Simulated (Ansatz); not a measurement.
Worked example: the enthalpy of CBrClF2 + CH3F → CClF3 + CH3Br

Gas-phase species: CBrClF2 `FC(F)(Cl)Br`, singlet; CH3F (fluoromethane) `CF`, singlet; CClF3 `FC(F)(F)Cl`, singlet; CH3Br `CBr`, singlet. The partners trade Br for F; both sit on C, so the bond types are kept.

Shapes, held fixed at every level: PBE0-D4/def2-TZVP. Programs: Ansatz 0.2.0. The zero-point and thermal terms to 298 K, harmonic and unscaled (PBE0-D4/def2-TZVP), stand in the table.

At wB97X-V/def2-TZVPP; 1 Eh = 2625.50 kJ/mol:

| species | energy (Eh) | H(298 K) − E (kJ/mol) | tabulated ΔfH (kJ/mol) |
| --- | --- | --- | --- |
| CBrClF2 | -3271.873695 | 48.7 | -442.2 |
| CH3F | -139.754821 | 113.4 | -236.6 |
| CClF3 | -797.824254 | 53.8 | -710.3 |
| CH3Br | -2613.833394 | 108.4 | -36.4 |

Work out the reaction enthalpy at 298 K from the calculation and from the table of heats.


1. Electronic: (-797.824254) + (-2613.833394) − [(-3271.873695) + (-139.754821)] = -0.029132 Eh = -76.5 kJ/mol.
2. Zero-point and thermal: (53.8) + (108.4) − [(48.7) + (113.4)] = +0.1 kJ/mol.
3. Computed ΔH = -76.4 kJ/mol.
4. From the heats of formation (Active Thermochemical Tables): (-710.3) + (-36.4) − [(-442.2) + (-236.6)] = -67.9 kJ/mol.
5. Computed less tabulated: -8.5 kJ/mol. Tabulated heats carry uncertainties of their own.

Relativity is left out for Br.
